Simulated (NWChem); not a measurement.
Species: MgSiH₄; SMILES [MgH][SiH3]

Results from NWChem. All runs use the structure optimised with PBE-D3(BJ)/def2-SVP. Ions are spin-unrestricted doublets at the neutral geometry; other ion states weren't tried.

| level | vertical ionisation energy, ΔSCF (eV) | −ε(HOMO) (eV) | ΔSCF minus −ε(HOMO) (eV) |
|---|---|---|---|
| B3LYP/def2-SVP | 8.86 | 6.64 | 2.22 |
| PBE/def2-SVP | 8.68 | 5.80 | 2.88 |
| LRC-wPBEh/def2-SVP | 9.00 | 8.63 | 0.37 |
| BHandHLYP/def2-SVP | 8.91 | 7.74 | 1.17 |
| LDA (Slater exchange, VWN5)/def2-SVP | 8.77 | 5.86 | 2.91 |
